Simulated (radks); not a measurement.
Task: All-electron atom: Pb I in [Hg] 6p2. Method: Dirac Kohn-Sham, PBE, spin-unpolarised, spherical densities, point nucleus; open shells fill j = l - 1/2 first; computed with a radial shooting solver on a logarithmic mesh with Libxc functionals. Some entries of the table are withheld. Estimate them.

| orbital | occ. | eigenvalue (hartree) | <r^2> (bohr^2) |
|---|---|---|---|
| 1s1/2 | 2 | -3233.219 | 0.0003571 |
| 2s1/2 | 2 | -577.7423 | 0.005362 |
| 2p1/2 | 2 | (1) | 0.003775 |
| 2p3/2 | 4 | (2) | 0.004957 |
| 3s1/2 | 2 | -138.6373 | 0.03475 |
| 3p1/2 | 2 | -128.2746 | 0.03158 |
| 3p3/2 | 4 | -110.3177 | 0.03792 |
| 3d3/2 | 4 | -93.32187 | (3) |
| 3d5/2 | 6 | -89.50172 | (4) |
| 4s1/2 | 2 | (5) | 0.1666 |
| 4p1/2 | 2 | -26.87238 | 0.1691 |
| 4p3/2 | 4 | -22.47703 | 0.2003 |
| 4d3/2 | 4 | -15.18662 | (6) |
| 4d5/2 | 6 | -14.36652 | (7) |
| 5s1/2 | 2 | -5.24165 | 0.8180 |
| 4f5/2 | 6 | -4.93029 | 0.2435 |
| 4f7/2 | 8 | -4.74542 | 0.2503 |
| 5p1/2 | 2 | -3.71387 | 0.9402 |
| 5p3/2 | 4 | -2.89280 | 1.140 |
| 5d3/2 | 4 | -0.79470 | (8) |
| 5d5/2 | 6 | -0.70010 | (9) |
| 6s1/2 | 2 | -0.41289 | 6.208 |
| 6p1/2 | 2 | (10) | 11.22 |
| 6p3/2 | 0 | (11) | 15.77 |

Result: 
(1) 2p1/2 eigenvalue (hartree): -554.7375
(2) 2p3/2 eigenvalue (hartree): -474.2582
(3) 3d3/2 <r^2> (bohr^2): 0.02892
(4) 3d5/2 <r^2> (bohr^2): 0.03064
(5) 4s1/2 eigenvalue (hartree): -31.35479
(6) 4d3/2 <r^2> (bohr^2): 0.2083
(7) 4d5/2 <r^2> (bohr^2): 0.2191
(8) 5d3/2 <r^2> (bohr^2): 1.913
(9) 5d5/2 <r^2> (bohr^2): 2.071
(10) 6p1/2 eigenvalue (hartree): -0.14669
(11) 6p3/2 eigenvalue (hartree): -0.09635
